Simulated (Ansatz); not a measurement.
```xyz
8

F    -2.2002   -1.1063    0.8183
C    -1.1431   -0.7100    0.1197
C    -0.2109    0.1208    0.5899
F    -0.3536    0.5841    1.8507
Al    1.2978    0.6313   -0.5316
H    -1.0996   -1.1244   -0.8810
H     1.3018   -0.0085   -1.9797
H     2.4079    1.6130    0.0138
```

Total charge 0; spin multiplicity 1.

(1) List the PBE0/def2-TZVPP orbital energies in eV (the Gaussian-basis code of Ansatz). (Best estimate.)

## Answers

(1) Computed: Occupied: -1528.09, -674.84, -674.34, -280.83, -280.13, -113.99, -74.12, -73.91, -73.89, -34.87, -34.12, -21.78, -17.35, -15.59, -15.11, -13.83, -13.18, -12.86, -11.60, -11.20, -8.95, -8.87, -7.68. Lowest empty: -1.90, 0.45, 0.49, 0.93, 1.16, 2.20, 3.14, 3.66.
